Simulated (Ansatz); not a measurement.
(KCl)4 cube (K₄Cl₄), 8 atoms. Hardware: 4 threads of INTEL XEON PLATINUM 8581C on a shared host.

Correlated methods freeze 40 core orbitals; core or outer-core shells of K are correlated, in sets that lack core-valence functions.

(1) How many basis functions does each of these Ansatz runs have, and roughly what does it cost? MP2/def2-TZVP, charge 0 singlet, energy, from earlier orbitals; BHLYP-D4/def2-TZVP, charge 0 singlet, energy, from earlier orbitals; RPA@PBE/def2-TZVP, charge 0 singlet, energy, from earlier orbitals; PBE-D4/def2-SVP, charge 0 singlet, energy, from earlier orbitals; r2SCAN-D4/def2-TZVP, charge 0 singlet, energy, from earlier orbitals; PBE-D4/def2-SVP, charge 0 singlet, relaxation, 4 steps; PBE0-D4/def2-TZVP, charge 0 singlet, energy, from earlier orbitals; PBE0-D4/def2-SVP, charge 0 singlet, energy, from earlier orbitals; PBE-D4/def2-TZVP, charge 0 singlet, energy and forces, from earlier orbitals; ωB97X-V/def2-TZVP, charge 0 singlet, energy, from earlier orbitals; CAM-B3LYP-D4/def2-TZVP, charge 0 singlet, energy, from earlier orbitals; HF/STO-3G, charge 0 singlet, energy.

Answers

(1) Other jobs shared the machine, so times can vary by a factor of up to 3. A dash marks memory too small to be measured apart from the calling script's.

```
                                                                         run  functions  fitting or Cholesky vectors  wall time  peak host memory (GiB)
                                         HF/STO-3G, charge 0 singlet, energy         88                         1038      0.4 s                       –
            PBE-D4/def2-SVP, charge 0 singlet, energy, from earlier orbitals        168                         1884      1.9 s                       –
           PBE0-D4/def2-SVP, charge 0 singlet, energy, from earlier orbitals        168                         1544      2.8 s                    0.62
PBE-D4/def2-TZVP, charge 0 singlet, energy and forces, from earlier orbitals        280                         2324      3.9 s                    0.67
                      PBE-D4/def2-SVP, charge 0 singlet, relaxation, 4 steps        168                         1884      5.5 s                       –
              MP2/def2-TZVP, charge 0 singlet, energy, from earlier orbitals        280                         2128      5.5 s                     1.1
        r2SCAN-D4/def2-TZVP, charge 0 singlet, energy, from earlier orbitals        280                         2324      6.5 s                    0.75
          RPA@PBE/def2-TZVP, charge 0 singlet, energy, from earlier orbitals        280                         2128        7 s                    0.92
         BHLYP-D4/def2-TZVP, charge 0 singlet, energy, from earlier orbitals        280                         2628        7 s                     1.6
     CAM-B3LYP-D4/def2-TZVP, charge 0 singlet, energy, from earlier orbitals        280                         2128      7.5 s                     1.5
          PBE0-D4/def2-TZVP, charge 0 singlet, energy, from earlier orbitals        280                         2488        8 s                     1.5
          ωB97X-V/def2-TZVP, charge 0 singlet, energy, from earlier orbitals        280                         2128       15 s                     1.7
```
